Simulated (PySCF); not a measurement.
# Electron correlation in Ag (silver, neutral)

[Kr] 4d9 5s1 5p1, one real determinant (an excited configuration). Calculation: PySCF 2.14, in aug-cc-pVTZ-PP with ECP28MDF (6s6p5d3f2g, 88 functions); a scalar-relativistic core potential. Frozen: 4s2 4p6; 11 electrons correlated.

MP2 pair energies summed by pair of shells (mhartree):

| pair | energy | share (%) |
| --- | --- | --- |
| 4d-4d | -292.14 | 85.4 |
| 4d-5s | -33.09 | 9.7 |
| 4d-5p | -14.94 | 4.4 |
| 5s-5p | -1.94 | 0.6 |

Total MP2 correlation energy: -342.11 mhartree.

Same-spin part -129.79 and opposite-spin part -212.33 mhartree; SCS-MP2 scales them by 1/3 and 6/5 to -298.05 mhartree.

The reference is one real determinant that mixes LS terms of this configuration.
